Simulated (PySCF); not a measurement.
Cd(Br)(SiH3) (BrCdH3Si), SMILES [SiH3][Cd][Br]. Heavy atoms are numbered as in [Cd:1]([Br:2])[SiH3:3]. Hydrogens are named by the atom that carries them.

The structure is a stationary point at PBE0-D3(BJ)/def2-SVP. The structure was generated by enumeration; whether it is a known compound was not checked. The def2 effective core potentials stand for the cores of Cd; spin–orbit coupling is left out.

These are PBE/def2-TZVPD (PySCF) values and carry that method's errors.

Mulliken values depend strongly on the basis, most of all with diffuse functions as here. ESP charges are fitted to the potential on shells at 1.4 to 2.0 van der Waals radii. Atomic charges (e), one atom of each kind:

| atom | ESP fit | Mulliken |
|---|---|---|
| Cd1 | 0.43 | 0.36 |
| Br2 | -0.33 | -0.37 |
| Si3 (SiH3) | -0.10 | 0.05 |
| H on Si3 | 0.00 | -0.02 |
